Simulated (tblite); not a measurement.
Start geometry of `N#Cc1cnn(C2CC2)n1` from a force field or distance geometry (Å):
```
atom  x, y, z in Å
N1     3.799    2.437   -0.575
C2     3.005    1.606   -0.338
C3     2.058    0.579   -0.018
C4     2.304   -0.756    0.125
N5     1.126   -1.355    0.420
N6     0.174   -0.421    0.429
C7    -1.211   -0.673    0.694
C8    -2.159    0.502    0.806
C9    -2.235   -0.427   -0.386
N10    0.713    0.761    0.175
H11    3.291   -1.227    0.037
H12   -1.428   -1.564    1.362
H13   -1.728    1.508    0.636
H14   -2.875    0.402    1.636
H15   -3.029   -1.212   -0.402
H16   -1.812   -0.152   -1.346
```

Q: What comes out of this run: GFN2-xTB geometry optimisation, gas phase in tblite 0.8.0?

A: 
```
atom  x, y, z in Å
N1     3.5777    2.3121   -1.0031
C2     2.8366    1.5321   -0.6088
C3     1.9653    0.5465   -0.1192
C4     2.2856   -0.7136    0.4203
N5     1.1523   -1.3106    0.7444
N6     0.2139   -0.4541    0.4166
C7    -1.1560   -0.7517    0.6013
C8    -2.0940    0.3677    0.9464
C9    -2.1357   -0.2444   -0.4167
N10    0.6338    0.6643   -0.1002
H11    3.2403   -1.1712    0.5703
H12   -1.2752   -1.7302    1.0448
H13   -1.6641    1.3529    1.0377
H14   -2.8934    0.1596    1.6401
H15   -2.9637   -0.8818   -0.6833
H16   -1.7311    0.3313   -1.2346
```

The energy falls by 58.2 kJ/mol over 68 L-BFGS steps, the largest force on an atom goes from 3.34 to 0.009 eV/Å, and the atoms move by 0.345 Å rms after alignment. The bond that changes most is C7–H12 (sp3 carbon bound to nitrogen to methine hydrogen), which shortens by 0.053 Å. Bonds longer at the end by more than 0.005 Å: 1 of 17; shorter: 16. Among the angles that change most is C9–C7–H12, from 114.8° to 120.8°. Among the dihedrals that turn most is N10–N6–C7–C9, from 65° to 35°. Rotational constants go from 3579, 793.2, 683.3 to 3426, 855.3, 723.3 MHz. The orientation of the end geometry is arbitrary; only internal coordinates are fixed.

On Arm Neoverse V1, one thread, no GPU (shared host), this took 0.45 s wall.

Its GFN2-xTB frequencies are all real (lowest 51 cm⁻¹). The numbers are those of one conformer. 2 starts were optimised and ended at 0.00 and 2.34 kcal/mol (GFN2-xTB); the lowest of these is shown.

These are computed values.
